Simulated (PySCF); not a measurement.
**Basis and Hamiltonian dependence of the excitation energy of Ar⁺**

Ar⁺ [Ne] 3s2 3p5 (2P) → Ar⁺ [Ne] 3s2 3p4 4s1, s spin flipped. Calculated with PySCF 2.14 from differences of total energies of unrestricted determinants, without spin-orbit coupling. Values in eV.

| basis | Hamiltonian | functions | UHF | r2SCAN | PBE0 | MP2 (valence) |
| --- | --- | --- | --- | --- | --- | --- |
| x2c-TZVPPall with one added diffuse shell each of s, p, d type | spin-free X2C | 51 | 16.453 | 17.156 | 17.075 | 16.984 |
| aug-cc-pVQZ-DK | spin-free X2C | 84 | 16.244 | 17.054 | 16.932 | 16.924 |
| aug-cc-pV(Q+d)Z | non-relativistic | 89 | 16.286 | 17.080 | 16.973 | 16.971 |
| dyall-acv3z | spin-free X2C | 113 | 16.241 | 17.050 | 16.931 | 16.838 |

Frozen in the all-electron rows: valence: [Ne].

In the upper determinant the s electron has its spin opposite to the other open shell, which mixes two multiplicities.
